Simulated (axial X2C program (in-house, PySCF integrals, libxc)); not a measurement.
# NHfO²⁺: properties at the nuclei

Calculated with an in-house all-electron X2C program for linear molecules (integrals from PySCF): two-component X2C with atomic mean-field Coulomb and Gaunt terms, Gaussian nuclei, basis N dyall-av3z, Hf dyall-v3z, O dyall-av3z with contracted cores.

N–Hf–O held linear, with bonds 2.629 and 1.665 Å (near the PBE0 minimum at charge 2 of the determinant lowest at the starting distance; the state shown can have its own minimum elsewhere, held linear; other orders of the atoms were not compared).

Input and command:
```json
{"zs": [7, 72, 8], "q": 2, "bas": ["dyall-av3z", "dyall-v3z", "dyall-av3z"], "r0": [1.88, 1.85], "symm": 0, "scan": ["PBE0", "HF", "BHandHLYP"], "levels": ["PBE0", "HF", "r2SCAN"], "nst": 2}
```
```bash
python solin.py task.json out
```

Keys: zs atomic numbers; q charge; bas basis sets; r0 starting distance in Å; symm equal bonds; scan levels of the two-bond scan; levels methods; nst determinants followed.

Determinant lowest in the PBE0 search, Ω = 3/2 (⟨Sz⟩ = 1.50, ⟨Lz⟩ = 0.00 at PBE0), spin on the atoms N 1.44, Hf 0.03, O 0.03:

```json
{"level": "PBE0", "Eeff magnitude (GV/cm)": "6.61", "Ws magnitude Hf (kHz)": "4.06", "A∥/gI N (MHz)": "23.6", "qzz N (a.u.)": "0.19", "A∥/gI Hf (MHz)": "123", "qzz Hf (a.u.)": "-10.01", "A∥/gI O (MHz)": "4.97", "qzz O (a.u.)": "-0.79"}
{"level": "HF", "Eeff magnitude (GV/cm)": "2.9", "Ws magnitude Hf (kHz)": "1.86", "A∥/gI N (MHz)": "87.4", "qzz N (a.u.)": "0.15", "A∥/gI Hf (MHz)": "107", "qzz Hf (a.u.)": "-7.86", "A∥/gI O (MHz)": "6.47", "qzz O (a.u.)": "-1.00"}
{"level": "r2SCAN", "Eeff magnitude (GV/cm)": "6.6", "Ws magnitude Hf (kHz)": "4.09", "A∥/gI N (MHz)": "68.9", "qzz N (a.u.)": "0.17", "A∥/gI Hf (MHz)": "120", "qzz Hf (a.u.)": "-10.36", "A∥/gI O (MHz)": "6.41", "qzz O (a.u.)": "-0.77"}
```

Eeff is the effective electric field on the electron electric dipole moment in this Ω state and Ws the scalar–pseudoscalar constant of the nucleus named (defined with the proton number Z and per Ω); A∥ (defined per Ω) follows by multiplying with gI = μI/(I μN); qzz is the electric field gradient, eQq0 = 234.96 MHz × Q/barn × qzz. The operators were transformed with the bare-nucleus X2C matrices; with these basis sets, hyperfine constants and field gradients can be off by tens of per cent, and where levels differ in sign neither size nor sign is settled.

**Question.** With Q(14N) = 0.02044 barn, gI(177Hf) = 0.2267, Q(177Hf) = 3.365 barn, gI(17O) = -0.7575, Q(17O) = -0.02558 barn (g factors from the IAEA table of nuclear moments by Stone; Q from Pyykkö, Mol. Phys. 2018), turn the PBE0 values of the first state into constants in MHz.

**Answer.** eQq0(14N) = 234.96 × (0.02044) × (0.19) = 0.912 MHz; A∥(177Hf) = 123 × 0.2267 = 27.9 MHz; eQq0(177Hf) = 234.96 × (3.365) × (-10.01) = -7910 MHz; A∥(17O) = 4.97 × -0.7575 = -3.76 MHz; eQq0(17O) = 234.96 × (-0.02558) × (-0.79) = 4.75 MHz.

The molecule was held linear; bending was not examined, so a bent shape may lie lower.

Each state is one determinant with collinear spin, which with several unpaired electrons need not be a pure state. Unrestricted Hartree–Fock can overshoot spin polarisation at the nuclei. This is the top spin component of a Σ state; components of lower Ω are not single determinants and can lie lower. With several open shells hyperfine constants can be off by a factor of several. Where Eeff spreads by more than a factor of two the levels disagree and none is to be relied on. The search compared states at one distance, so a state with another bond length can lie lower. Further determinants of the search, some of them spin-mixed, are not shown. Where a field gradient or hyperfine factor spreads by more than a factor of two over the levels, a constant derived from it is not to be relied on.
